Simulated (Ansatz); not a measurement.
`C=C(N)[SiH2][SiH3]` + `[OH][Sc]([F])[Cl]` → `[F][Sc]([Cl])[O][SiH3]` + `C=C(N)[SiH3]`  (cleavage of the Si–Si bond)

Computed with Ansatz on PBE0-D4/def2-TZVP structures; ΔE is electronic, products minus reactants. CCSD(T)/CBS adds triple-zeta CCSD(T) − MP2 to the extrapolated MP2 energy (def2 sets, frozen cores). DFT in def2-TZVPP. For Sc outer-core shells are correlated without core-valence functions, which leaves a few kJ/mol of doubt a bond. Scalar relativity is left out up to krypton. Each species was taken in one conformer, which may not be the lowest.

`C=C(N)[SiH2][SiH3]`:

Cartesian coordinates in Å:
```
C 1.440 -0.904 0.379
C 0.381 -0.971 -0.438
N 0.094 -2.067 -1.235
Si -0.735 0.525 -0.662
Si -0.550 2.012 1.130
H 1.670 -0.001 0.928
H 2.125 -1.740 0.503
H -0.876 -2.218 -1.459
H 0.580 -2.922 -1.009
H -2.145 0.037 -0.758
H -0.437 1.209 -1.951
H -1.399 3.208 0.876
H -1.003 1.365 2.390
H 0.856 2.465 1.306
```

`[OH][Sc]([F])[Cl]`:

Cartesian coordinates in Å:
```
O -0.946 0.686 0.635
Sc 0.408 -0.196 -0.240
F 1.964 0.710 -0.589
Cl 0.181 -2.400 -0.897
H -1.607 1.200 1.091
```

`[F][Sc]([Cl])[O][SiH3]`:

Cartesian coordinates in Å:
```
F -1.996 -1.051 -2.313
Sc -1.655 -0.815 -0.529
Cl -3.166 -1.475 1.082
O -0.039 -0.022 -0.048
Si 1.385 0.678 0.359
H 2.480 0.122 -0.479
H 1.690 0.418 1.790
H 1.301 2.146 0.138
```

`C=C(N)[SiH3]`:

Cartesian coordinates in Å:
```
C -1.005 0.634 1.006
C 0.008 0.323 0.187
N 1.113 1.135 -0.016
Si 0.031 -1.357 -0.642
H -1.811 -0.064 1.184
H -1.048 1.585 1.533
H 1.561 1.067 -0.915
H 1.021 2.091 0.296
H 1.123 -2.207 -0.097
H 0.286 -1.188 -2.101
H -1.279 -2.020 -0.435
```

```tsv
level	ΔE (kcal/mol)
revPBE	-20.5
r2SCAN0	-24.7
HF/def2-SVP	-31.2
CCSD/CBS(def2)	-26.8
```

(1) What does CCSD(T)/CBS give? (Estimate.)

Largest T1 diagnostic among the species: 0.016.

## Answers

(1) The calculation gave: -25.9 kcal/mol. The listed levels differ from it by 5.4, 1.2, -5.3, -0.9 kcal/mol.

From PBE to PBE0 (25 % exact exchange), in def2-TZVPP and without D4, ΔE moves by −1.8 kcal/mol. The D4 term adds +1.3 kcal/mol with B3LYP and +0.7 kcal/mol with PBE0; it sums over pairs of atoms, weighted by their polarisabilities, and B3LYP, whose exchange is more repulsive, gets the larger term. In def2-TZVPP, CCSD(T) changes the Hartree–Fock value by +7.3 kcal/mol (the triples alone add +1.0 kcal/mol) and MP2 by +5.8 kcal/mol.

B3LYP here is the variant with VWN-RPA as its local correlation; programs differ in this.
